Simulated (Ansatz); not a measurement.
The same hydrogenolysis along the group B, Al, Ga, In.

Computed with Ansatz on PBE0-D4/def2-TZVP structures; ΔE is electronic, products minus reactants. CBS: MP2 limit from def2 TZ/QZ plus the TZ coupled-cluster correction, frozen cores. This one scheme is used for every species. DFT in def2-TZVPP. Elements past krypton have def2 core potentials. For Br, Ga, In outer-core shells are correlated without core-valence functions, which leaves a few kJ/mol of doubt a bond. Scalar relativity is left out up to krypton. One conformer a species, not always the lowest.

| reaction | r2SCAN-D4 (eV) | ωB97M-V (eV) | ωB97X-V (eV) | CCSD(T)/CBS(def2) (eV) |
| --- | --- | --- | --- | --- |
| `SB(S)Br` + H₂ → `SBS` + HBr | 0.49 | 0.44 | 0.42 | 0.49 |
| `[SH][Al]([SH])[Br]` + H₂ → `[SH][AlH][SH]` + HBr | 1.49 | 1.43 | 1.40 | 1.48 |
| `[SH][Ga]([SH])[Br]` + H₂ → `[SH][GaH][SH]` + HBr | 1.16 | 1.10 | 1.10 | 1.14 |
| `[SH][In]([SH])[Br]` + H₂ → `[SH][InH][SH]` + HBr | 1.19 | 1.13 | 1.13 | 1.21 |

Largest T1 diagnostic: 0.014, for `SBS`.
